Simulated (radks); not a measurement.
Task: The iridium ion Ir4+, [Xe] 4f14 5d5. Calculated with a radial shooting solver on a logarithmic mesh with Libxc functionals: non-relativistic Kohn-Sham, exchange-only B88, spin-polarised, spherical densities, point nucleus. Every spin shell is full or empty, so the densities are truly spherical. Functionals are evaluated on that one density, not self-consistently. Rank these exchange functionals by their error against the exact value of the orbitals, and give that value: LDA, B88, revPBE, PW91, OPTX, G96, EV93, APBE, MVS.

Result: Exact: -322.628 hartree. From best to worst, with 100 (|E| - |E exact|)/|E exact| (equal figures are ties): PW91 +0.09, B88 +0.11, MVS +0.11, revPBE -0.21, APBE +0.30, EV93 -0.44, G96 +0.51, OPTX +1.90, LDA -3.84.
